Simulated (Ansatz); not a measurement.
Mulliken charges of CH4FGaOS, SMILES `C[O][Ga]([F])[SH]` from r2SCAN/def2-TZVPP in Ansatz (PBE0-D4/def2-TZVP geometry).

| atom | x (Å) | y (Å) | z (Å) | charge (e) |
| --- | --- | --- | --- | --- |
| C1 | -0.591 | 0.039 | 1.506 | 0.022 |
| O2 | -0.087 | 0.598 | 0.310 | -0.394 |
| Ga3 | 0.398 | -0.384 | -1.072 | 0.675 |
| F4 | 0.223 | -2.118 | -0.908 | -0.381 |
| S5 | 1.179 | 0.454 | -2.915 | -0.218 |
| H6 | -0.667 | -1.053 | 1.472 | 0.064 |
| H7 | 0.064 | 0.312 | 2.339 | 0.055 |
| H8 | -1.587 | 0.446 | 1.704 | 0.055 |
| H9 | 1.068 | 1.706 | -2.436 | 0.122 |

Q: By hand: the dipole of these point charges (1 e Å = 4.8032 D).

A: Σ q r = (-0.048, 0.396, 0.188) e Å, of length 0.441 e Å = 2.12 D.

Q: How does the dipole of the full density compare? (Estimate.)

A: The calculation gave: (-0.035, 0.305, 0.139) e Å, 1.62 D; the point charges give 1.31 times that, at 1° from its direction.

Point charges leave out the atoms' own dipoles, such as those of lone pairs, and Mulliken's split depends on the basis, so the two needn't agree.
